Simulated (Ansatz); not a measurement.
Geometry optimisation, UKS PBE/def2-SVP (Ansatz).

Input:

```yaml
crystal:
  periodic: [false, false, false]
  atoms:
    - { symbol: O, position_ang: [-0.7897, 1.39161, 0.68367] }
    - { symbol: C, position_ang: [-0.31504, 0.69664, -0.20418] }
    - { symbol: Si, position_ang: [0.65755, -0.86468, 0.19225] }
    - { symbol: O, position_ang: [0.62988, -2.32483, 0.55214] }
    - { symbol: H, position_ang: [-0.18269, 1.10127, -1.22388] }
magnetization:
  spin_polarized: true
  initial_magnetization: 1
basis:
  gaussian: { orbitals: def2-SVP }
hamiltonian:
  xc: pbe
relax:
  f_tol: 0.02
  max_steps: 50
output:
  orbitals: {}
```

Command:

```bash
$ ansatz run input.yaml --threads 2 --pin off --max-ram 3072MiB --backend cpu --events-out ev --progress --plain --runs-dir out
```

Q: Where does it end, and by what steps?

A: The run converged. After 14 steps the energy has fallen by 0.513 eV; O4 moved furthest, 0.59 Å.

| step | energy less start (eV) | largest force component (eV/Å) | accepted |
| --- | --- | --- | --- |
| 0 | 0.0000 | 2.854 | yes |
| 1 | -0.1632 | 1.300 | yes |
| 2 | -0.2867 | 2.274 | yes |
| 3 | -0.3708 | 1.877 | yes |
| 4 | -0.4562 | 0.810 | yes |
| 5 | -0.4760 | 0.583 | yes |
| 6 | -0.4928 | 0.302 | yes |
| 7 | -0.5010 | 0.121 | yes |
| 8 | -0.5064 | 0.127 | yes |
| 9 | -0.4975 | 0.731 | no |
| 10 | -0.5108 | 0.125 | yes |
| 11 | -0.5117 | 0.117 | yes |
| 12 | -0.4901 | 0.710 | no |
| 13 | -0.5128 | 0.033 | yes |
| 14 | -0.5130 | 0.013 | yes |

```xyz
5
Properties=species:S:1:pos:R:3
O -0.803 1.427 0.655
C -0.215 0.708 -0.101
Si 1.113 -0.784 0.522
O 0.286 -2.066 0.149
H -0.381 0.715 -1.224
```

Whether the end is a true minimum wasn't checked by a vibrational analysis.

Run time: 14 s on 2 threads of Intel(R) Xeon(R) Platinum 8488C (Sapphire Rapids) (shared host), peak memory 0.17 GiB.
